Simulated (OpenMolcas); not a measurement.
**Rh II: from CASSCF to CASPT2**

```yaml
Program: OpenMolcas
Basis: ANO-RCC-VQZP [8s7p5d3f2g1h]
Scalar_Hamiltonian: DKH2, point nucleus
Active_space: 8 electrons in 6 orbitals (4d 5s)
State_averaging: 2S+1 = 3 even, 55 roots; 2S+1 = 5 even, 10 roots kept (CI in the orbitals of an earlier block); 2S+1 = 1 even, 43 roots kept (CI in the orbitals of an earlier block)
Spin-orbit_coupling: RASSI with atomic mean-field integrals over the reference wave functions, term energies averaged over their components
```

Methods on the same reference wave functions:
A. CASSCF
B. SS-CASPT2, IPEA 0.25 Eh, imaginary shift 0.1 Eh (closed shells correlated: 4s 4p)
C. MS-CASPT2, IPEA 0.25 Eh, imaginary shift 0.1 Eh (closed shells correlated: 4s 4p)

Energies in cm⁻¹ above 4d⁸ ³F₄, the measured ground level; measured values from NIST Handbook of Basic Atomic Spectroscopic Data.

```tsv
Level	A	B	C	Measured
4d⁸ ³F₄	0.0	0.0	0.0	0.0
4d⁸ ³F₃	2522	2540	2560	2401
4d⁸ ³F₂	3921	3680	3630	3581
4d⁷ 5s ⁵F₅	6376	15060	15110	16885
4d⁷ 5s ⁵F₄	7975	16660	16700	18540
4d⁷ 5s ⁵F₃	9200	17880	17930	19792
4d⁷ 5s ⁵F₂	10055	18730	18770	20647
4d⁷ 5s ⁵F₁	10598	19250	19300	21180
4d⁸ ³P₂ [55 %]	10864	7930	7260	
4d⁸ ³P₁	13598	10450	9560	10515
4d⁸ ³P₀	13986	10740	9820	10761
4d⁸ ¹D₂ [53 %]	14263	11280	10800	
4d⁷ 5s ³F₄(1)	16965	23260	23280	25377
4d⁸ ¹G₄	18520	14960	13830	14855
4d⁷ 5s ³F₃(1)	19301	25350	25400	27439
4d⁷ 5s ³F₂(1)	20708	26660	26690	28835
4d⁷ 5s ⁵P₃	20961	26680	26730	
4d⁷ 5s ⁵P₂	21538	27040	27050	
4d⁷ 5s ⁵P₁	22337	27910	27930	
4d⁷ 5s ³G₅	23953	30240	30300	
4d⁷ 5s ³G₄	24866	31030	31110	
4d⁷ 5s ³G₃	25982	32290	32340	
4d⁷ 5s ³H₆	28835	34620	34670	
4d⁷ 5s ³P₂(1) [64 %]	29230	32700	33060
```

Deviations, from unrounded energies. A percentage is the sum of absolute deviations over the sum of measured energies, with the sign that they share, or ± where signs differ.

```
                        Against measurement  Levels      A     B     C
             mean absolute deviation (cm-1)      13   6800  1300  1400
      fine structure of the ground term (%)       2   +7.7  +4.0  +3.5
other terms of the ground configuration (%)       3  +27.6  ±0.5  -8.1
                   other configurations (%)       8  -43.4  -8.9  -8.7
```

B lies closest to measurement on these levels and A furthest from it. The largest miss of B in the table is 4d⁷ 5s ³F₂(1), by -2200 cm-1. The ranking rests on the paired levels alone, and a cruder setting can come out closer through cancelling errors.

Between B and C the level of the table that moves most is 4d⁸ ¹G₄, by 1100 cm-1 (lowest in C, highest in B). Moves below CASPT2's spread within the term are not significant.

The mean deviations of B to C differ by less than CASPT2's widest spread within a term (1500 cm-1), so their order carries little weight.

From A to B the spin-free energies of the other terms of 4d⁸ shown, above ³F, scale by factors of 0.71 to 0.80, as is usual when dynamic correlation screens the repulsion within a d or f shell.

The lowest spin-free term lies below A's lowest term by 0.624 hartree in B, 0.624 hartree in C.

Term energies are means over components that CASPT2 splits; among the terms shown or strongly mixed into the levels shown the widest spread is 1500 cm-1 (4d⁸ ¹G, C). Terms from blocks run as CI alone lack orbitals of their own. A single d shell beside an s shell can misplace configurations of different d count against each other. Without dynamic correlation excited terms often stand tens of per cent too high (terms of higher spin than the ground term too low), and those without a measured partner can miss by more than the paired ones (holds for A). Some levels mix across a computed gap that differs much from the measured one, so their mixing is not that of the real levels (holds for A). The CASPT2 spread within a term exceeds the gap to the next term for 4d⁷ 5s ³P(1) and 4d⁷ 5s ³H, so the order of their levels is uncertain (holds for C). Computed and measured levels are paired by configuration, term and J; levels that our copy of the source lacks, or whose pairing is in doubt (as where it misses far off the trend of its configuration), stay unpaired and out of the deviations. Only configurations of the active space appear. The table leaves out levels that lie high or whose names do not pair safely across all columns.

A share in square brackets marks a mixed level and gives the weight of the term that names it, the lowest over the columns. A number in round brackets counts repeated terms of one configuration in the order of the reference energies.
